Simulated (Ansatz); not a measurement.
Mulliken charges of CCl₂FGeNO, SMILES `O=C=[N][Ge]([F])([Cl])[Cl]` from ωB97M-V/def2-TZVPP in Ansatz (PBE0-D4/def2-TZVP geometry).

| atom | x (Å) | y (Å) | z (Å) | charge (e) |
| --- | --- | --- | --- | --- |
| O1 | -2.260 | 1.297 | 1.380 | -0.192 |
| C2 | -1.599 | 0.609 | 0.726 | 0.339 |
| N3 | -0.983 | -0.152 | 0.019 | -0.321 |
| Ge4 | 0.732 | -0.412 | -0.437 | 0.880 |
| F5 | 0.727 | -1.732 | -1.517 | -0.322 |
| Cl6 | 1.912 | -0.934 | 1.230 | -0.192 |
| Cl7 | 1.533 | 1.256 | -1.447 | -0.192 |

By hand: the dipole of these point charges (1 e Å = 4.8032 D).

Σ q r = (-0.044, 0.140, 0.121) e Å, of length 0.190 e Å = 0.91 D.

How does the dipole of the full density compare? (Best estimate.)

Computed: (0.105, 0.106, 0.072) e Å, 0.80 D; the point charges give 1.14 times that, at 53° from its direction.

Point charges leave out the atoms' own dipoles, such as those of lone pairs, and Mulliken's split depends on the basis, so the two needn't agree.
